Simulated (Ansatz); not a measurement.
Ansatz (an electronic-structure program) input (B3LYP-D3(BJ)/def2-TZVP):

Ansatz 0.2 input:
```yaml
crystal:
  periodic: [false, false, false]
  atoms:
    - {symbol: Si, position_ang: [-0.37585943, -0.35646588, -0.06372271]}
    - {symbol: O, position_ang: [-1.12955949, -0.04723859, 1.22740721]}
    - {symbol: Cl, position_ang: [-0.17030941, 1.35084877, -1.35941331]}
    - {symbol: Cl, position_ang: [1.68345426, -0.89512708, 0.25639303]}
basis:
  gaussian:
    orbitals: def2-TZVP
hamiltonian:
  xc: b3lyp
  dispersion: d3bj
total_charge: -1
magnetization: {spin_polarized: true, initial_magnetization: 1}
relax: {f_tol: 0.002, max_steps: 150}
```

End of the output:

```
relax step   5: F+E_penalty+E_count = -34977.94385751 eV  Δ(F+E_penalty+E_count) = -2.067e-5 eV  max|allowed force component| = 4.277e-3 eV/Å  Δτ_max = 0.0011 Å  (24 SCF iters, accepted)
these checks for a lower state are left out or cut short: starts, cluster_reference, orbital_swaps, neighbouring_geometries, increment
integrals: 0.06 GiB planned
938 factors; their error is unknown
mean field: 0.78 GiB planned
mean field -34977.70431221 eV, -1285.4069247340 hartree, gradient 3.7e-5 eV, S^2 0.753297; 0 other end points of the search recorded, 0 dependent functions left out
the calculation of the forces begins
reference -34977.70453542 eV, -1285.4069329371 hartree; 29, 28 occupied and 113, 114 virtual orbitals, 938 factors
relax step   6: F+E_penalty+E_count = -34977.94386980 eV  Δ(F+E_penalty+E_count) = -1.229e-5 eV  max|allowed force component| = 3.861e-3 eV/Å  Δτ_max = 0.0018 Å  (24 SCF iters, accepted)
these checks for a lower state are left out or cut short: starts, cluster_reference, orbital_swaps, neighbouring_geometries, increment
integrals: 0.06 GiB planned
938 factors; their error is unknown
mean field: 0.78 GiB planned
mean field -34977.70430638 eV, -1285.4069245200 hartree, gradient 1.4e-5 eV, S^2 0.753296; 0 other end points of the search recorded, 0 dependent functions left out
the calculation of the forces begins
reference -34977.70452960 eV, -1285.4069327230 hartree; 29, 28 occupied and 113, 114 virtual orbitals, 938 factors
relax step   7: F+E_penalty+E_count = -34977.94387002 eV  Δ(F+E_penalty+E_count) = -2.265e-7 eV  max|allowed force component| = 1.469e-3 eV/Å  Δτ_max = 0.0001 Å  (23 SCF iters, accepted)
integrals: 0.06 GiB planned
938 factors; their error is unknown
mean field: 0.78 GiB planned
mean field evaluation 64: about -34977.7043 eV, gradient 5.5e-3 eV
mean field -34977.70430638 eV, -1285.4069245200 hartree, gradient 1.5e-5 eV, S^2 0.753296; 1 other end points of the search recorded, 0 dependent functions left out
the calculation of the forces begins
reference -34977.70452960 eV, -1285.4069327230 hartree; 29, 28 occupied and 113, 114 virtual orbitals, 938 factors
Total energy: -34977.94409324 eV, -1285.4157365244 hartree
Atom 0 at    -0.382531    -0.345605    -0.042271 Å, force    -0.001043     0.000189     0.001469 eV/Å
Atom 1 at    -1.171341    -0.061465     1.257002 Å, force     0.000762    -0.000314    -0.001297 eV/Å
Atom 2 at    -0.158939     1.368298    -1.396595 Å, force     0.000094     0.000127    -0.000136 eV/Å
Atom 3 at     1.720538    -0.909210     0.242528 Å, force     0.000187    -0.000002    -0.000037 eV/Å
Dipole moment:     0.348255    -0.045310    -0.462279 e Å
```
